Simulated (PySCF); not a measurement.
A made-up structure of BGeH$_{4}$F, closed shell:

```
7
angstrom
B -0.8101 0.2136 -0.5863
Ge 0.5283 -0.0543 0.3656
F 0.4734 -1.8523 0.6910
H -1.4902 -0.7670 -0.8448
H -0.9084 1.3791 -0.8876
H 0.3578 0.7645 1.7434
H 1.8492 0.3164 -0.4813
```

It is relaxed with PBE-D4/def2-SVP and then PBE0-D4/def2-TZVP (PySCF 2.14 with density fitting (its default auxiliary sets; JK sets also for MP2 and CCSD(T))). Atoms count as bonded within 1.22 times the sum of their covalent radii (H–H: 0.88 Å). The end point is not checked to be a true minimum.

Does its bonding change? (A judgement: the text doesn't fix the answer.)

Computed: No: no bond forms or breaks.

Where it ends: The first stage lowers the energy by 2.06 eV in 13 steps. It ends as BGeH₄F ([BH2][GeH2][F]):
```csv
atom,x (Å),y (Å),z (Å)
B1,-0.9800,0.3367,-0.7306
Ge2,0.6357,-0.1364,0.4424
F3,0.6478,-1.8548,0.7803
H4,-1.7554,-0.4946,-1.0895
H5,-1.1460,1.4728,-1.0605
H6,0.6091,0.5410,1.8260
H7,1.9902,0.1449,-0.2358
```

Labels in which every atom is bracketed show which atoms are joined, not bond orders.

For scale, one of the runs: PBE0-D4/def2-TZVP relaxation, 134 basis functions, launched by `OMP_NUM_THREADS=2 python run.py`. The run took 57 s on 2 CPU threads of an Arm Neoverse V1 (shared host), with 1.2 GiB of host memory at its peak.
